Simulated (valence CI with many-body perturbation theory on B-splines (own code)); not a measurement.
**How close is CI+MBPT for Cs VII?**

Level of theory: configuration interaction combined with many-body perturbation theory (CI+MBPT): three valence electrons over a frozen Dirac-Fock core [Kr] 4d10, radial functions for each j: 7 s, 7 p, 7 d, 7 f, 4 g, 2 h, with the one-electron correlation potential Σ1 (screened to all orders), the two-electron term Σ2, the three-electron term Σ3, Breit, model QED; selected single and double excitations, second order for the rest, scaled by the run's own slope (own B-spline code, finite nucleus).

Against 63 measured levels this calculation errs by 477 cm⁻¹ on average and by 1585 at most. These come from a selection out of Sansonetti, J. Phys. Chem. Ref. Data 38, 761 (2009). Levels without a partner in it may be off by more, other configurations by several thousand cm⁻¹. The list stops below the first excitations out of the core. 3 measured levels below the end of the list, from 384898 cm⁻¹ on, found no clear computed partner, and computed levels of the same name lie up to 2852 cm⁻¹ from them.

Measured levels: Sansonetti, J. Phys. Chem. Ref. Data 38, 761 (2009). Pairs share parity and J, and are chosen by configuration, term and nearness in energy; levels without a clear partner are left out. Energies in cm⁻¹ above the measured ground level.

Names give the largest LS component (configuration and term), which can be under half, so a name can repeat, a term be missing and a line seem to break the LS rules; names also repeat where a configuration has a term twice. Letters in brackets count levels of one name in rising energy.

| Computed label | Label in the source | Measured | Computed | Difference |
| --- | --- | --- | --- | --- |
| 5s²5p ²P°_1/2 | 5s2 5p 2P° | 0 | 0.0 | 0 |
| 5s²5p ²P°_3/2 | 5s2 5p 2P° | 19379.3 | 19385.2 | +6 |
| 5s5p² ⁴P_1/2 | 5s(2S) 5p2(3P) 4P | 104226.1 | 103947.4 | -279 |
| 5s5p² ⁴P_3/2 | 5s(2S) 5p2(3P) 4P | 114254.6 | 113958.5 | -296 |
| 5s5p² ⁴P_5/2 | 5s(2S) 5p2(3P) 4P | 122261.7 | 122002.7 | -259 |
| 5s5p² ²D_3/2 | 5s(2S) 5p2(1D) 2D | 141168.7 | 141105.7 | -63 |
| 5s5p² ²D_5/2 | 5s(2S) 5p2(1D) 2D | 147182.9 | 147071.3 | -112 |
| 5s5p² ²P_1/2 | 5s(2S) 5p2(3P) 2P | 158091.9 | 158469.9 | +378 |
| 4f5s² ²F°_5/2 | 5s2 4f 2F° | 166537.8 | 166890.3 | +352 |
| 4f5s² ²F°_7/2 | 5s2 4f 2F° | 167297.3 | 167666.4 | +369 |
| 5s5p² ²S_1/2 | 5s(2S) 5p2 2S | 178190.6 | 178419.4 | +229 |
| 5s5p² ²P_3/2 | 5s(2S) 5p2(3P) 2P | 179340.4 | 179845.5 | +505 |
| 5s²5d ²D_3/2 | 5s2 5d 2D | 205995 | 206538.8 | +544 |
| 5s²5d ²D_5/2 | 5s2 5d 2D | 208788.3 | 209376.5 | +588 |
| 4f5s5p ⁴F_3/2 | 5s 5p(3P) 4f 4F | 268167.3 | 268008.9 | -158 |
| 4f5s5p ⁴F_5/2 | 5s 5p(3P) 4f 4F | 268650.9 | 268543.5 | -107 |
| 4f5s5p ⁴F_9/2 | 5s 5p(3P) 4f 4G | 268883.8 | 268754.1 | -130 |
| 4f5s5p ²F_7/2 [a] | 5s 5p(3P) 4f | 269023.6 | 268961.9 | -62 |
| 5p³ ²D°_5/2 | 5p3 2D° | 272401.8 | 272264.6 | -137 |
| 5s²6s ²S_1/2 | 5s2 6s 2S | 273349.6 | 274296.8 | +947 |
| 4f5s5p ²F_5/2 [a] | 5s 5p(3P) 4f 2F | 274951.7 | 274978.6 | +27 |
| 4f5s5p ²F_7/2 [b] | 5s 5p(3P) 4f 2F | 276973 | 277017.6 | +45 |
| 4f5s5p ⁴D_7/2 | 5s 5p(3P) 4f | 284436.4 | 284032.1 | -404 |
| 4f5s5p ⁴D_5/2 | 5s 5p(3P) 4f 4D | 286809.5 | 286738.8 | -71 |
| 4f5s5p ²G_7/2 [a] | 5s 5p(3P) 4f 2G | 289471.3 | 289685.5 | +214 |
| 5p³ ²P°_1/2 | 5p3 2P° | 293210.4 | 293293.9 | +84 |
| 4f5s5p ²D_5/2 [a] | 5s 5p(3P) 4f 2D | 295869.6 | 296193.4 | +324 |
| 5s5p5d ⁴F°_5/2 | 5s 5p(3P) 5d 4F° | 297070.8 | 298439.5 | +1369 |
| 4f5s5p ²D_3/2 [a] | 5s 5p(3P) 4f 2D | 302199 | 303233.4 | +1034 |
| 5p³ ²P°_3/2 | 5p3 2P° | 302523.1 | 302543.1 | +20 |
| 5s5p5d ⁴F°_7/2 | 5s 5p(3P) 5d 4F° | 302858.9 | 304444.4 | +1585 |
| 5s5p5d ⁴P°_5/2 | 5s 5p(3P) 5d 4P° | 310692.9 | 310885.6 | +193 |
| 5s5p5d ⁴D°_3/2 | 5s 5p(3P) 5d 4D° | 312206.2 | 312426.8 | +221 |
| 5s5p5d ⁴D°_1/2 | 5s 5p(3P) 5d 4D° | 312626.3 | 312875.0 | +249 |
| 4f5s5p ²F_5/2 [b] | 5s 5p(1P) 4f 2F | 313169.3 | 313498.0 | +329 |
| 4f5s5p ²F_7/2 [c] | 5s 5p(1P) 4f 2F | 313849.3 | 314186.1 | +337 |
| 4f5s5p ²G_9/2 [b] | 5s 5p(1P) 4f 2G | 317250.6 | 318076.1 | +826 |
| 4f5s5p ²G_7/2 [b] | 5s 5p(1P) 4f 2G | 317727.6 | 318525.7 | +798 |
| 5s²6p ²P°_1/2 | 5s2 6p 2P° | 320849.1 | 321517.5 | +668 |
| 5s5p5d ²F°_5/2 [a] | 5s 5p(3P) 5d 2F° | 322850.8 | 323087.9 | +237 |
| 4f5s5p ²D_3/2 [b] | 5s 5p(1P) 4f 2D | 323934.7 | 324812.6 | +878 |
| 5s5p5d ²D°_3/2 [a] | 5s 5p(3P) 5d 2D° | 324131 | 324422.1 | +291 |
| 5s5p5d ⁴D°_7/2 | 5s 5p(3P) 5d 4D° | 324723.1 | 324966.8 | +244 |
| 4f5s5p ²D_5/2 [b] | 5s 5p(1P) 4f 2D | 325158.1 | 326054.4 | +896 |
| 5s5p5d ⁴D°_5/2 | 5s 5p(3P) 5d 4D° | 326029.7 | 326233.0 | +203 |
| 5s5p5d ⁴P°_1/2 | 5s 5p(3P) 5d 4P° | 326357.2 | 326444.4 | +87 |
| 5s5p5d ⁴P°_3/2 | 5s 5p(3P) 5d 4P° | 326711.8 | 326923.2 | +211 |
| 5s²6p ²P°_3/2 | 5s2 6p 2P° | 328058.7 | 328585.1 | +526 |
| 5s5p5d ²D°_5/2 [a] | 5s 5p(3P) 5d 2D° | 332410 | 332660.7 | +251 |
| 5s5p5d ²F°_7/2 [a] | 5s 5p(3P) 5d 2F° | 342601.4 | 342822.9 | +221 |
| 5s5p5d ²P°_3/2 [a] | 5s 5p(3P) 5d 2P° | 348210.8 | 348733.2 | +522 |
| 5s5p5d ²P°_1/2 [a] | 5s 5p(3P) 5d 2P° | 356018.6 | 357581.6 | +1563 |
| 5s5p5d ²F°_7/2 [b] | 5s 5p(1P) 5d 2F° | 356097.8 | 356797.8 | +700 |
| 5s5p5d ²F°_5/2 [b] | 5s 5p(1P) 5d 2F° | 357399 | 358084.2 | +685 |
| 5s5p5d ²P°_1/2 [b] | 5s 5p(1P) 5d 2P° | 364990.5 | 365755.6 | +765 |
| 5s5p5d ²D°_3/2 [b] | 5s 5p(1P) 5d 2D° | 365025.5 | 365746.0 | +721 |
| 5s5p5d ²D°_5/2 [b] | 5s 5p(1P) 5d 2D° | 366611.3 | 367419.5 | +808 |
| 5s5p5d ²P°_3/2 [b] | 5s 5p(1P) 5d 2P° | 368266 | 369128.1 | +862 |
| 5s5p6s ⁴P°_1/2 | 5s 5p(3P) 6s 4P° | 379095.2 | 379805.0 | +710 |
| 5s5p6s ⁴P°_3/2 | 5s 5p(3P) 6s 4P° | 383877.2 | 384616.3 | +739 |

The table shows the lowest 60 pairs. Over 63 excited levels the mean absolute difference is 477 cm⁻¹, the median 337 and the largest 1585. The comparison draws on a selection of the measured levels: 64 of the 204 computed ones have a partner in it, and others may be off by more.

These 3 measured levels below the end of the computed list are not counted above. Beside each stands the unpaired computed level of its name, or else the nearest of its J and parity; the gap is either an error of the method or a doubtful assignment.

```
Label in the source    J  Measured      Unpaired level  Computed
         5s2 5f 2F°  5/2    384898       5s²5f ²F°_5/2    387750
         5s2 5f 2F°  7/2    385053       5s²5f ²F°_7/2    387790
   5s 5p(1P) 6s 2P°  3/2    435438  5s5p6s ²P°_3/2 [b]    433593
```
